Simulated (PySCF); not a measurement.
# What a mistake does to a calculation on B2H5OSi

These are calculations, not measurements. They come from PySCF 2.14.0, an open-source quantum chemistry program, on an isolated molecule that a program drew, which may never have been made. The molecule is B2H5OSi (charge 0, doublet), drawn as the SMILES string `B[Si](B)O`.

Each row is a Hartree-Fock (HF) and frozen-core CCSD(T) single point in the cc-pV(D+d)Z basis, meant for a local HF minimum. Run 1 is clean. Each other run has one planted mistake out of seven kinds, and not every kind appears here: one electron removed, one electron added, multiplicity raised by two, geometry at a saddle point, minimal basis STO-3G, one bond length entered in bohr, all coordinates scaled. The reference is restricted for singlets and unrestricted otherwise, and also for a bond in bohr. Adding or removing an electron swaps singlet and doublet. Electrons count all cores. HOMO and LUMO are orbital energies over both spins, the gradient is its largest component, and the lowest frequency (negative if imaginary) is given only where the gradient is small. Bond lengths are over the 8 bonds as drawn. T1 is the CCSD diagnostic: over 0.02 (restricted) or 0.045 (unrestricted) a single reference is doubtful.

Geometry of the clean run:
```xyz
9
B2H5OSi, angstrom
B    -3.2163   -1.3134    0.9174
Si   -1.4413   -1.5015    0.1037
B     0.1934   -0.5667    0.6999
O    -1.2375   -2.5092   -1.1880
H    -4.1835   -1.9033    0.5197
H    -3.3316   -0.5739    1.8540
H     1.2527   -0.7196    0.1638
H     0.1071    0.1790    1.6347
H    -1.9912   -2.9800   -1.5119
```

```
run,electrons,basis functions,<S^2>,HOMO (eV),LUMO (eV),gradient (hartree/bohr),lowest frequency (cm^-1),mean bond (Å),longest bond (Å),T1,HF (hartree),CCSD(T) (hartree),mistake
1,37,90,0.760,-7.77,0.27,1.7e-05,142,1.4161,1.975,0.0186,-416.04228,-416.54123,no fault
2,37,90,3.785,-7.23,-2.15,3.0e-02,-,1.4161,1.975,0.0208,-415.91911,-416.41971,multiplicity raised by two
3,38,90,0.000,-0.99,6.15,3.7e-02,-,1.4161,1.975,0.0213,-416.05372,-416.60002,one electron added
4,37,90,0.762,-7.73,0.25,4.1e-02,-,1.4926,2.082,0.0214,-416.02193,-416.52827,all coordinates scaled
5,37,29,0.755,-4.64,4.69,5.5e-02,-,1.4161,1.975,0.0280,-411.01449,-411.20565,?
```

**Which mistake was planted in run 5, and what did it cost?**

It has 29 basis functions where the clean run has 90, with the same electrons and geometry. So the mistake is: minimal basis STO-3G. Subtracting run 1 and multiplying by 627.51 kcal/mol a hartree, the energy moved by 3155.0 kcal/mol in HF and 3348.1 kcal/mol in CCSD(T).

Cautions from the logs. Run 3: T1 is over the limit, so its CCSD(T) energy is less reliable.
